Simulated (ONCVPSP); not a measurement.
# gallium, ONCV: configuration errors across variants

gallium (Ga), optimised norm-conserving Vanderbilt (ONCV), made with ONCVPSP 4.0.1 (LDA (Perdew-Wang 92), scalar-relativistic). Core [Ar] 3d10, reference 4s2 4p1. Waves: 4s: rc 1.60 bohr, ncon 5, nbas 9, qcut 3.7 1/bohr, 2 projectors, debl 2.4 Ha; 4p: rc 1.60 bohr, ncon 4, nbas 8, qcut 5.7 1/bohr, local. Local part: the p channel. Core correction: Teter function fitted to the true core (icmod 2), fcfact 0.6.

All-electron excitation energies from the reference (eV): (1) 4s2 4p0 5.883; (2) 4s1 4p0 27.381; (3) 4s2 4p0.5 2.118; (4) 4s0 4p3 13.547.

A true bound ghost makes a file unfit for plane-wave use even where its test errors are small: the radial tests pick states by their node count and pass the ghost by.

Errors AE − PS in meV (a dash: test not solved or not reliable):

```tsv
change	(1)	(2)	(3)	(4)	bound ghosts	GHOST(+) flags above zero
base	-1.8	-116	-0.1	-42	none	s
s: qcut 2.8; p: qcut 4.3	-1.8	-116	-0.1	-46	none	none
s: qcut 3.1; p: qcut 4.7	-1.8	-116	-0.1	-45	none	none
s: qcut 3.6; p: qcut 5.5	-1.8	-116	-0.1	-43	none	s
s: qcut 3.9; p: qcut 6.1	-1.8	-116	-0.1	-41	none	s
s: qcut 4.3; p: qcut 6.7	-1.9	-117	-0.1	-39	s	none
s: qcut 4.5; p: qcut 7	-1.9	-118	-0.1	-38	s	none
s: qcut 5; p: qcut 7.8	-1.9	-117	0.0	-36	none	s
s: qcut 5.4; p: qcut 8.3	-2.1	-121	-0.1	-36	s	none
```

Q: Give the same row for: s: qcut 2.4; p: qcut 3.8.

A: -1.8, -116, -0.1, -47; bound ghosts: none; GHOST(+) flags above zero: none.
